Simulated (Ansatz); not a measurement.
The cluster Ag₈Te₄⁺, 12 atoms. Hardware: 2 threads of AMD EPYC 7R13 on a shared host and a share (18 GiB) of an NVIDIA H100 80GB HBM3.

In the def2 sets Ag, Te take a core potential; there is no spin–orbit coupling. Correlated methods freeze 16 core orbitals; core or outer-core shells of Ag, Te are correlated, in sets that lack core-valence functions. Single mean-field runs in def2-TZVP are fitted with def2-universal-jkfit.

How many basis functions does each of these Ansatz runs have, and roughly what does it cost? PBE-D4/def2-SVP, charge 1 doublet, energy, from earlier orbitals; HF/STO-3G, charge 1 doublet, energy; PBE0-D4/def2-SVP, charge 1 doublet, energy, from earlier orbitals; BHLYP-D4/def2-TZVP, charge 1 doublet, energy, from earlier orbitals; PBE0-D4/def2-TZVP, charge 1 doublet, energy, from earlier orbitals; PBE-D4/def2-TZVP, charge 1 doublet, energy and forces, from earlier orbitals; r2SCAN-D4/def2-TZVP, charge 1 doublet, energy, from earlier orbitals; PBE-D4/def2-SVP, charge 1 doublet, relaxation, 18 steps; RPA@PBE/def2-TZVP, charge 1 doublet, energy, from earlier orbitals; PBE-D4/def2-SVP, charge 1 doublet, energy with a search over starts; MP2/def2-TZVP, charge 1 doublet, energy, from earlier orbitals.

Other jobs shared the machine, so times can vary by a factor of up to 3.

```csv
run,functions,fitting or Cholesky vectors,wall time,peak host memory (GiB)
"PBE0-D4/def2-SVP, charge 1 doublet, energy, from earlier orbitals",352,3956,16 s,1.2
"PBE-D4/def2-SVP, charge 1 doublet, energy, from earlier orbitals",352,3536,27 s,1.1
"PBE-D4/def2-TZVP, charge 1 doublet, energy and forces, from earlier orbitals",520,2912,27 s,1.2
"MP2/def2-TZVP, charge 1 doublet, energy, from earlier orbitals",520,5040,28 s,1.3
"RPA@PBE/def2-TZVP, charge 1 doublet, energy, from earlier orbitals",520,5040,29 s,4.3
"r2SCAN-D4/def2-TZVP, charge 1 doublet, energy, from earlier orbitals",520,2912,29 s,1.5
"PBE0-D4/def2-TZVP, charge 1 doublet, energy, from earlier orbitals",520,2912,43 s,1.2
"PBE-D4/def2-SVP, charge 1 doublet, energy with a search over starts",352,3536,47 s,1.3
"HF/STO-3G, charge 1 doublet, energy",324,3881,48 s,1.1
"BHLYP-D4/def2-TZVP, charge 1 doublet, energy, from earlier orbitals",520,2912,53 s,1.2
"PBE-D4/def2-SVP, charge 1 doublet, relaxation, 18 steps",352,3536,1.8 min,1.1
```
